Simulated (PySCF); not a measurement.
Job file and geometry (Å, from GFN2-xTB) of a spin–spin coupling run on `C#Cc1ccoc1BF`, C$_{6}$H$_{4}$BFO, B3LYP/pcJ-1 indirect spin-spin coupling, non-relativistic, gas phase (PySCF 2.14.0, density-fitted response routines); density fitting, a coarse starting grid and PySCF grid level 2 are the driver's defaults:

```
$ OMP_NUM_THREADS=1 python probes_run.py task.json out

{"job": {"kind": "j", "xc": "B3LYP", "basis": "pcJ-1"}, "charge": 0, "multiplicity": 1}
C     -2.872000     0.194001     0.211002
C     -1.688908     0.203574     0.004691
C     -0.316175     0.253593    -0.286001
C      0.289869     0.975591    -1.342781
C      1.626555     0.726776    -1.231679
O      1.887334    -0.077728    -0.206165
C      0.710976    -0.392243     0.402888
B      0.637500    -1.308050     1.627747
F      1.744060    -1.822442     2.130361
H     -3.901744     0.172342     0.409545
H     -0.204102     1.586148    -2.070168
H      2.458793     1.065814    -1.818658
H     -0.376547    -1.576889     2.151492
```

Question: What does the program print?

Answer: 
```
coarse grid: 12256 points
cycle   1  E = -430.7821707252  dE =  1.586e+00  |g| = 6.723e-01  |ddm| = 3.648e+00
cycle   2  E = -430.7008745860  dE =  8.130e-02  |g| = 1.008e+00  |ddm| = 1.220e+00
cycle   3  E = -430.8586705660  dE = -1.578e-01  |g| = 1.494e-01  |ddm| = 7.511e-01
cycle   4  E = -430.8618078638  dE = -3.137e-03  |g| = 7.990e-02  |ddm| = 1.675e-01
cycle   5  E = -430.8631465833  dE = -1.339e-03  |g| = 3.262e-02  |ddm| = 8.018e-02
cycle   6  E = -430.8633720488  dE = -2.255e-04  |g| = 7.613e-03  |ddm| = 2.470e-02
cycle   7  E = -430.8633829679  dE = -1.092e-05  |g| = 4.063e-03  |ddm| = 8.308e-03
cycle   8  E = -430.8633869408  dE = -3.973e-06  |g| = 6.884e-04  |ddm| = 3.152e-03
final grid: 122760 points
cycle   9  E = -430.9464259423  dE = -1.970e-04  |g| = 5.695e-03  |ddm| = 2.281e-02
cycle  10  E = -430.9464191821  dE =  6.760e-06  |g| = 7.557e-03  |ddm| = 9.187e-03
cycle  11  E = -430.9464305788  dE = -1.140e-05  |g| = 2.606e-03  |ddm| = 6.550e-03
cycle  12  E = -430.9464318720  dE = -1.293e-06  |g| = 9.745e-04  |ddm| = 2.243e-03
cycle  13  E = -430.9464320689  dE = -1.969e-07  |g| = 3.311e-04  |ddm| = 7.540e-04
cycle  14  E = -430.9464320922  dE = -2.328e-08  |g| = 6.067e-05  |ddm| = 2.406e-04
cycle  15  E = -430.9464320930  dE = -7.375e-10  |g| = 2.093e-05  |ddm| = 6.359e-05
converged SCF energy = -430.9464320930

Indirect spin-spin couplings (Hz)
  i      j    bonds     total        FC       PSO       DSO        SD
  0 C    7 B    4      0.162    -0.224     0.144    -0.007     0.248
  0 C    8 F    5      3.427     0.384     1.320    -0.169     1.892
  0 C    9 H    1    268.203   269.343    -1.557     0.417         -
  0 C   10 H    4     -0.452    -0.345     0.034    -0.141         -
  0 C   11 H    5      0.478     0.465     0.314    -0.300         -
  1 C    7 B    3      1.106     1.227    -0.083     0.067    -0.105
  1 C    8 F    4     -2.131    -1.035    -0.216    -0.141    -0.740
  1 C    9 H    2     52.506    47.823     5.860    -1.178         -
  1 C   10 H    3      2.918     2.854     0.047     0.018         -
  1 C   12 H    4      0.519     0.449    -0.196     0.265         -
  2 C    7 B    2     11.245    10.447     0.256     0.038     0.504
  2 C    8 F    3     17.941     7.380     5.560    -0.229     5.230
  2 C    9 H    3      4.731     4.826     0.327    -0.422         -
  2 C   10 H    2      3.111     3.930    -0.528    -0.292         -
  2 C   11 H    3      6.463     6.725     0.288    -0.550         -
  2 C   12 H    3     -0.629    -0.539    -0.178     0.089         -
  3 C    7 B    3      2.564     2.483     0.199    -0.083    -0.035
  3 C    8 F    4      1.098     0.959     0.833    -0.268    -0.426
  3 C    9 H    4     -2.221    -2.012     0.042    -0.251         -
  3 C   10 H    1    187.941   186.899     0.111     0.931         -
  3 C   11 H    2     13.598    14.598    -0.507    -0.493         -
  4 C    7 B    3      4.611     3.500     0.622    -0.112     0.602
  4 C    8 F    4      3.885     0.265     0.616    -0.281     3.285
  4 C    9 H    5      0.468     0.491     0.243    -0.265         -
  4 C   10 H    2     12.171    13.432    -0.869    -0.393         -
  4 C   11 H    1    209.010   208.324    -0.335     1.022         -
  4 C   12 H    4      0.515     0.468     0.388    -0.340         -
  5 O    7 B    2     -7.350    -7.034    -0.260    -0.012    -0.044
  5 O    8 F    3     -0.233     2.070    -1.715    -0.063    -0.524
  5 O    9 H    5      0.193     0.193    -0.149     0.150         -
  5 O   10 H    3     -3.361    -3.644    -0.059     0.341         -
  5 O   11 H    2    -20.735   -21.932     1.022     0.174         -
  5 O   12 H    3     -6.018    -6.062    -0.131     0.175         -
  6 C    7 B    1     92.801    94.620    -2.292     0.392     0.081
  6 C    8 F    2     13.613    21.648    -7.082     0.070    -1.023
  6 C    9 H    4     -2.221    -1.817    -0.175    -0.229         -
  6 C   10 H    3      4.988     5.126     0.394    -0.532         -
  6 C   11 H    3      6.727     6.971     0.421    -0.664         -
  6 C   12 H    2     29.167    29.473    -0.413     0.107         -
  7 B    8 F    1   -156.240   -88.737   -65.620     0.523    -2.406
  7 B    9 H    5      0.166     0.168     0.129    -0.120    -0.011
  7 B   10 H    4      0.640     0.629     0.428    -0.411    -0.006
  7 B   11 H    4      0.548     0.448     0.549    -0.463     0.014
  7 B   12 H    1    163.323   163.043    -1.478     1.142     0.616
  8 F    9 H    6     -0.165    -0.393     0.855    -0.649     0.022
  8 F   10 H    5      1.748     1.977     0.965    -1.126    -0.067
  8 F   11 H    5     -0.813    -0.695     0.838    -0.913    -0.044
  8 F   12 H    2     59.935    66.681    -6.184    -1.355     0.793
  9 H   10 H    5      0.203     0.323     0.621    -0.741         -
  9 H   11 H    6     -0.405    -0.323     0.914    -0.996         -
 10 H   11 H    3      2.106     2.318     0.968    -1.180         -
 11 H   12 H    5      0.826     0.893     1.289    -1.355         -
```

Size and cost of the density-fitted run: 283 basis functions, 69 s wall time on 1 thread of an Arm Neoverse V1, shared host; peak memory 1.1 GiB.
